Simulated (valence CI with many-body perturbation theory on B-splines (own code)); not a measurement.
## E1 line list for Sb XLVII

Calculated by relativistic CI+MBPT: three valence electrons over a frozen Dirac-Fock core [He], a basis of 11 s, 11 p, 9 d, 7 f, 5 g, 2 h, 1 i functions for each j, with the one-electron correlation potential Σ1, the two-electron term Σ2, the three-electron term Σ3, Breit, model QED; selected CI, second order for the rest (own B-spline code, finite nucleus).

No measured spectrum was set against this ion. As an estimate, large intervals hold to a few tenths of a per cent, small ones and those within an open d or f shell to about a per cent.

Lines 151 to 200 of 276 in falling wavelength, among levels below 5327.0 eV, chosen from the strongest by gf and those to the six lowest levels. Wavelengths and rates use the calculated energies. Electric multipoles are in the length gauge, E1 and E2 with the static RPA response of the core. Weak lines are less certain than strong ones. Lines between different terms over intervals too small for the method are left out, as are lines whose strength nearly cancels. The highest levels of a list are the least certain.

Levels are named by their leading jj configuration (3d3/2^4 stands for four electrons in 3d with j = 3/2), which in mixed levels can hold well under half, so a name can repeat and another be missing. Letters in brackets count levels of one name in rising energy.

| λ vac (Å) | Upper | Lower | A (s⁻¹) | log gf | Branch % |
| --- | --- | --- | --- | --- | --- |
| 2.775 | (2s 2p3/2 3d5/2) J=3/2 [a] | (2s 2p3/2^2) J=5/2 | 5.18e+13 | -0.62 | 20.7 |
| 2.772 | (2s 2p1/2 3p1/2) J=1/2 [b] | (2s^2 2p3/2) J=3/2 | 9.55e+11 | -2.66 | 2.0 |
| 2.772 | (2s 2p3/2 3d5/2) J=7/2 [a] | (2s 2p3/2^2) J=5/2 | 4.62e+14 | 0.63 | 94.9 |
| 2.771 | (2s 2p1/2 3d3/2) J=1/2 | (2s 2p1/2 2p3/2) J=3/2 [a] | 9.23e+12 | -1.67 | 1.6 |
| 2.771 | (2s 2p1/2 3d5/2) J=3/2 | (2s 2p1/2 2p3/2) J=5/2 | 9.36e+11 | -2.37 | 0.3 |
| 2.771 | (2s 2p1/2 3d5/2) J=5/2 [b] | (2s 2p1/2 2p3/2) J=5/2 | 2.87e+13 | -0.70 | 9.2 |
| 2.769 | (2s 2p1/2 3d3/2) J=3/2 [b] | (2s 2p1/2 2p3/2) J=3/2 [a] | 4.54e+13 | -0.68 | 10.6 |
| 2.769 | (2s 2p1/2 3d5/2) J=5/2 [a] | (2s 2p1/2 2p3/2) J=3/2 [a] | 2.79e+14 | 0.28 | 84.8 |
| 2.767 | (2s^2 3d5/2) J=5/2 | (2s^2 2p3/2) J=3/2 | 3.42e+14 | 0.37 | 100.0 |
| 2.756 | (2s 2p3/2 3s) J=3/2 [a] | (2s 2p1/2 2p3/2) J=3/2 [b] | 9.51e+11 | -2.36 | 1.6 |
| 2.752 | (2s 2p1/2 3d5/2) J=3/2 | (2s 2p1/2 2p3/2) J=3/2 [a] | 7.41e+12 | -1.47 | 2.4 |
| 2.752 | (2s 2p1/2 3d5/2) J=5/2 [b] | (2s 2p1/2 2p3/2) J=3/2 [a] | 2.80e+13 | -0.72 | 9.0 |
| 2.747 | (2s 2p1/2 3s) J=1/2 [a] | (2s 2p1/2^2) J=1/2 | 7.69e+12 | -1.76 | 16.3 |
| 2.746 | (2s 2p3/2 3d5/2) J=7/2 [b] | (2s 2p3/2^2) J=5/2 | 1.22e+14 | 0.04 | 94.9 |
| 2.739 | (2s 2p1/2 3s) J=3/2 | (2s 2p1/2^2) J=1/2 | 9.96e+12 | -1.35 | 24.1 |
| 2.738 | (2s 2p3/2 3s) J=5/2 | (2s 2p1/2 2p3/2) J=5/2 | 9.12e+12 | -1.21 | 28.6 |
| 2.732 | (2s 2p1/2 3p3/2) J=5/2 | (2s^2 2p3/2) J=3/2 | 5.32e+12 | -1.45 | 88.7 |
| 2.728 | (2s 2p3/2 3s) J=3/2 [a] | (2s 2p1/2 2p3/2) J=5/2 | 6.28e+12 | -1.55 | 10.6 |
| 2.727 | (2s 2p3/2 3s) J=1/2 | (2s 2p1/2 2p3/2) J=3/2 [b] | 1.74e+13 | -1.41 | 24.4 |
| 2.726 | (2s 2p1/2 3s) J=1/2 [b] | (2s 2p1/2^2) J=1/2 | 1.55e+12 | -2.46 | 4.3 |
| 2.725 | (2s 2p3/2 3s) J=3/2 [b] | (2s 2p1/2 2p3/2) J=3/2 [b] | 4.99e+12 | -1.65 | 14.5 |
| 2.724 | (2s^2 3p3/2) J=3/2 | (2s 2p1/2^2) J=1/2 | 8.19e+12 | -1.44 | 50.0 |
| 2.720 | (2s 2p3/2 3s) J=5/2 | (2s 2p1/2 2p3/2) J=3/2 [a] | 3.09e+12 | -1.69 | 9.7 |
| 2.719 | (2s^2 3s) J=1/2 | (2s^2 2p1/2) J=1/2 | 1.44e+13 | -1.49 | 27.7 |
| 2.710 | (2s 2p3/2 3s) J=3/2 [a] | (2s 2p1/2 2p3/2) J=3/2 [a] | 2.23e+12 | -2.01 | 3.8 |
| 2.666 | (2p1/2 2p3/2 3d3/2) J=3/2 [a] | (2p1/2^2 2p3/2) J=3/2 | 5.35e+13 | -0.64 | 55.2 |
| 2.665 | (2p1/2 2p3/2 3d3/2) J=5/2 [a] | (2p1/2^2 2p3/2) J=3/2 | 2.23e+13 | -0.85 | 62.2 |
| 2.663 | (2s 2p3/2 3d3/2) J=5/2 [a] | (2s 2p1/2 2p3/2) J=3/2 [b] | 6.87e+11 | -2.36 | 0.2 |
| 2.661 | (2s 2p3/2 3d3/2) J=1/2 [a] | (2s 2p1/2 2p3/2) J=3/2 [b] | 5.14e+12 | -1.96 | 1.3 |
| 2.653 | (2p1/2 2p3/2 3d3/2) J=5/2 [b] | (2p1/2^2 2p3/2) J=3/2 | 3.09e+14 | 0.29 | 91.0 |
| 2.650 | (2p1/2 2p3/2 3d3/2) J=3/2 [b] | (2p1/2^2 2p3/2) J=3/2 | 2.19e+14 | -0.03 | 79.0 |
| 2.650 | (2s 2p1/2 3d3/2) J=3/2 [a] | (2s 2p1/2^2) J=1/2 | 3.24e+13 | -0.86 | 39.6 |
| 2.646 | (2p1/2 2p3/2 3d3/2) J=1/2 [b] | (2p1/2^2 2p3/2) J=3/2 | 3.91e+14 | -0.09 | 89.5 |
| 2.646 | (2s 2p3/2 3d5/2) J=3/2 [a] | (2s 2p1/2 2p3/2) J=1/2 | 6.02e+13 | -0.60 | 24.1 |
| 2.645 | (2p1/2 2p3/2 3d5/2) J=3/2 | (2p1/2^2 2p3/2) J=3/2 | 1.24e+14 | -0.28 | 32.9 |
| 2.645 | (2s 2p3/2 3d5/2) J=3/2 [a] | (2s 2p1/2 2p3/2) J=3/2 [b] | 3.11e+13 | -0.88 | 12.4 |
| 2.645 | (2p1/2 2p3/2 3d5/2) J=5/2 [a] | (2p1/2^2 2p3/2) J=3/2 | 6.22e+13 | -0.41 | 17.8 |
| 2.643 | (2p1/2 2p3/2 3p1/2) J=1/2 | (2s 2p1/2 2p3/2) J=3/2 [b] | 6.57e+12 | -1.86 | 11.3 |
| 2.641 | (2p1/2 2p3/2 3p1/2) J=3/2 [a] | (2s 2p1/2 2p3/2) J=1/2 | 3.59e+13 | -0.82 | 47.1 |
| 2.637 | (2p1/2 2p3/2 3d5/2) J=5/2 [b] | (2p1/2^2 2p3/2) J=3/2 | 1.78e+13 | -0.95 | 3.5 |
| 2.637 | (2s 2p3/2 3d3/2) J=5/2 [a] | (2s 2p1/2 2p3/2) J=5/2 | 2.05e+14 | 0.11 | 53.9 |
| 2.636 | (2p1/2 2p3/2 3p1/2) J=5/2 | (2s 2p1/2 2p3/2) J=3/2 [b] | 1.92e+14 | 0.08 | 82.0 |
| 2.635 | (2s 2p3/2 3d3/2) J=3/2 [a] | (2s 2p1/2 2p3/2) J=5/2 | 9.18e+13 | -0.42 | 20.7 |
| 2.635 | (2s 2p3/2 3d5/2) J=1/2 | (2s 2p1/2 2p3/2) J=3/2 [b] | 3.78e+12 | -2.10 | 1.0 |
| 2.634 | (2s 2p3/2 3d3/2) J=7/2 | (2s 2p1/2 2p3/2) J=5/2 | 2.94e+14 | 0.39 | 96.5 |
| 2.634 | (2s 2p1/2 3p1/2) J=1/2 [a] | (2s^2 2p1/2) J=1/2 | 3.65e+13 | -1.12 | 98.1 |
| 2.633 | (2s 2p1/2 3d3/2) J=1/2 | (2s 2p1/2^2) J=1/2 | 5.37e+14 | 0.05 | 94.0 |
| 2.632 | (2s 2p1/2 3d3/2) J=3/2 [b] | (2s 2p1/2^2) J=1/2 | 3.54e+14 | 0.17 | 82.5 |
| 2.627 | (2s 2p3/2 3p1/2) J=3/2 [a] | (2s^2 2p3/2) J=3/2 | 3.33e+13 | -0.86 | 98.8 |
| 2.625 | (2s 2p3/2 3d3/2) J=3/2 [b] | (2s 2p1/2 2p3/2) J=1/2 | 1.01e+14 | -0.38 | 25.4 |

Problem. How does gf follow from A for the line at 2.633 Å?

Solution. gf = 1.4992 × (2J+1)_upper × A / σ², with σ = 37974508 cm⁻¹ and 2J+1 = 2: gf = 1.12.
